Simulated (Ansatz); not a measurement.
Program: Ansatz. Geometries: PBE0-D4/def2-TZVP. ΔE: electronic, gas phase. CCSD(T)/CBS adds triple-zeta CCSD(T) − MP2 to the extrapolated MP2 energy (def2 sets, frozen cores). This one scheme is used for every species. Functionals use def2-TZVPP. B3LYP here is the variant with VWN-RPA as its local correlation; programs differ in this. For Se outer-core shells are correlated without core-valence functions, which leaves a few kJ/mol of doubt a bond. Scalar relativity is left out up to krypton. One conformer a species, not always the lowest.

Consider the hydrogenolysis of the Se–C bond: `C/N=C\[Se][AlH2]` + H₂ → `[AlH2][SeH]` + `C=NC`.

CCSD(T)/CBS gives -51.5 kJ/mol.

Q: Another level gave -95.9 kJ/mol. Which?
A. B3LYP/def2-TZVPP
B. CCSD(T)/def2-TZVPP
C. PBE-D4/def2-TZVPP
D. HF/def2-TZVPP

A: D. HF/def2-TZVPP -95.9, CCSD(T)/def2-TZVPP -54.1, B3LYP -64.2, PBE-D4 -35.9 kJ/mol.

Largest T1 diagnostic among the species: 0.013.

From PBE to PBE0 (25 % exact exchange), in def2-TZVPP and without D4, ΔE moves by −11.6 kJ/mol. In def2-TZVPP, CCSD(T) changes the Hartree–Fock value by +41.8 kJ/mol (the triples alone add +10.5 kJ/mol) and MP2 by +53.1 kJ/mol.
